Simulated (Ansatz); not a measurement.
K10 (the lowest singlet isomer of a short search). Charge 0, multiplicity 1. Geometry PBE/def2-SVP, basis def2-TZVP, Ansatz.

Cartesian coordinates in Å:
```
K 0.1886 2.4941 2.8799
K -2.3300 0.3465 -0.1374
K -4.3623 3.1677 2.6287
K -6.7099 1.0310 -0.4556
K 2.3263 -0.3576 0.1589
K -4.7230 -1.7855 -3.2176
K 6.7140 -1.0062 0.4190
K 4.3410 -3.2459 -2.5655
K -0.1927 -2.5288 -2.8372
K 4.7480 1.8847 3.1268
```

| run | HOMO (eV) | LUMO (eV) |
| --- | --- | --- |
| A | -2.31 | -1.79 |
| B | -2.48 | -2.02 |
| C | -2.61 | -1.52 |
| D | -2.35 | -1.88 |

The structure comes from a short search, and lower isomers may exist.

The runs used LDA (SPW92), PBE, PBE0, r2SCAN. Estimate which is which.

A r2SCAN (0 % exact exchange); B LDA (SPW92) (0 % exact exchange); C PBE0 (25 % exact exchange); D PBE (0 % exact exchange). Exact exchange lowers occupied and raises empty levels; among semilocal functionals meta-GGAs tend to open the gap a little, and such runs are hard to tell apart. The gap grows from 0.46 eV (LDA (SPW92)) to 1.09 eV (PBE0). The restricted singlet is unstable towards broken spin symmetry in Hartree–Fock (as tested in another run); at r2SCAN/def2-TZVP, LDA (SPW92)/def2-TZVP, PBE0/def2-TZVP, PBE/def2-TZVP this wasn't settled.
